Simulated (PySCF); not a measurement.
Working out the ionisation energy of Sc

Sc [Ar] 3d1 4s2 (2D) → Sc⁺ [Ar] 3d1 4s1 (3D). All numbers are calculated (PySCF 2.14, the spin-free X2C one-electron Hamiltonian (Gaussian nucleus), in cc-pVTZ-DK). Frozen: [Ar]. Energies in hartree (1 hartree = 27.21139 eV):

```
             part   Sc (lower)  Sc⁺ (upper)
              UHF  -763.285050  -763.086978
MP2 opposite-spin    -0.026168     0.000000
    MP2 same-spin    -0.003127    -0.003332
```

Question: What does Hartree-Fock give?

Answer: (-763.086978) − (-763.285050) = 0.198072 hartree = 5.390 eV.

Question: What do MP2 and SCS-MP2 (6/5 opposite-spin, 1/3 same-spin) give?

Answer: The opposite-spin parts differ by 0.712 eV and the same-spin parts by -0.006 eV. MP2: 5.390 + (0.712) + (-0.006) = 6.096 eV. SCS-MP2: 5.390 + 1.2 × (0.712) + (-0.006)/3 = 6.242 eV.

Measured between the centres of the two terms (NIST): 6.562 eV, so MP2 (valence) is off by -0.466 eV.

What remains against the reference includes basis incompleteness, the frozen core and correlation beyond second order.
